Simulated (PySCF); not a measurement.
Molecule: `CSc1ccccc1`, C$_{7}$H$_{8}$S.

Bonds (- single, = double, # triple, : aromatic): C1-S2, S2-C3, C3:C4, C4:C5, C5:C6, C6:C7, C7:C8, C8:C3. C1 carries H9, H10, H11; C4 carries H12; C5 carries H13; C6 carries H14; C7 carries H15; C8 carries H16.

Geometry PBE0-D3(BJ)/def2-SVP throughout; GIAO in PySCF 2.14, gas phase, one conformer, non-relativistic; equivalent atoms averaged; basis pcSseg-1.

For orientation, KT3 gives these shifts δ (against TMS, CS2 at the same level): C3 135.1, C6 116.4, C4/C8 116.5, C1 17.8, S2 30.5, H13/H15 7.01, H14 6.76, H12/H16 6.72, H9/H10/H11 2.24 ppm.

A run gave: C3 150.0, C6 128.5, C4/C8 128.3, C1 17.8, S2 19.3, H13/H15 7.21, H14 6.97, H12/H16 6.91, H9/H10/H11 2.25 ppm (shifts δ (against TMS, CS2 at the same level)).

**Question.** Which functional was used in that run?
A. PBE
B. PBE0
C. B97-2
D. B3LYP
E. wB97X-D

**Answer.** D. S2 tells them apart best: B3LYP gives 19.3, B97-2 gives 6.3, PBE gives 29.5, PBE0 gives 0.2, wB97X-D gives -6.1 ppm.
